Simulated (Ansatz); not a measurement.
```xyz
10

Si    0.175    0.922   -2.224
Al    0.479    0.070    0.057
C    -0.554   -0.030    1.659
Ga    0.578   -1.800    1.539
H     0.899    0.099   -3.231
H     0.694    2.316   -2.319
H    -1.268    0.951   -2.599
H    -1.584    0.266    1.859
H     0.015    0.114    2.602
H     0.566   -2.908    2.657
```

Total charge 0; spin multiplicity 1.

Q: List the ωB97M-V/def2-TZVPP orbital energies in eV (the Gaussian-basis code of Ansatz). (Best estimate.)

A: Ansatz gave: Occupied: -10153.41, -1806.75, -1532.11, -1256.92, -1111.10, -1111.02, -1110.99, -280.73, -154.22, -147.87, -116.71, -106.72, -106.49, -106.42, -101.98, -101.98, -101.97, -76.35, -76.23, -76.16, -25.79, -25.72, -25.64, -25.56, -25.50, -21.08, -17.72, -14.88, -13.25, -12.83, -12.11, -12.10, -10.45, -8.86, -7.59. Lowest empty: -0.55, 0.38, 0.93, 1.43, 2.45, 2.82, 2.91, 3.15.
